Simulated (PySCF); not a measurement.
## Calculated data, AlBFH₂O

Calculation on a computer-drawn molecule: optimised geometry and harmonic frequencies of an isolated molecule of the commonest isotopes, restricted reference for singlets and unrestricted otherwise, frozen core in MP2. Program: PySCF 2.14.0.

AlBFH₂O

Start structure:
```xyz
6
AlBFH2O
O     -0.5681     2.8290    -0.8052
Al     0.2907     1.5078    -1.0674
B      2.3139     2.3518    -0.3327
F      3.1445     3.1105    -0.0299
H     -1.2587     3.5568    -0.8580
H      0.1062     0.0379    -1.4342
```

| Quantity | Value |
| --- | --- |
| charge | 1 |
| multiplicity | 1 |
| method | HF |
| basis | cc-pV(D+d)Z |
| total energy | withheld |
| rotational constants | withheld |

Drawn bonds:
```tsv
atom	other atom	order
1	2	1
2	3	1
3	4	1
1	5	1
2	6	1
```

Q: Estimate the total energy of AlBFH₂O.
A: -441.8921 hartree

Q: What rotational constants does the calculation give for AlBFH₂O?
A: 16.13, 2.543, 2.197 GHz

Further results for AlBFH₂O:

| Property | Result |
| --- | --- |
| convergence status largest gradient component | 7.056e-06 hartree/bohr |

Optimised structure:
```xyz
6
AlBFH2O
O     -0.5958     2.9916    -0.8378
Al     0.2720     1.6097    -1.0158
B      2.2771     2.4063    -0.3393
F      3.3357     2.9009     0.0381
H     -1.4607     3.3584    -0.9359
H      0.2001     0.1269    -1.4367
```

Modes:
```tsv
frequency (cm⁻¹)	reduced mass (dalton)
108	6.759
277.9	4.448
336.8	8.933
383.8	11.77
457.8	1.17
474.2	1.169
489.5	1.376
622.3	1.152
983.5	6.897
1679	12.79
2155	1.047
4200	1.07
```
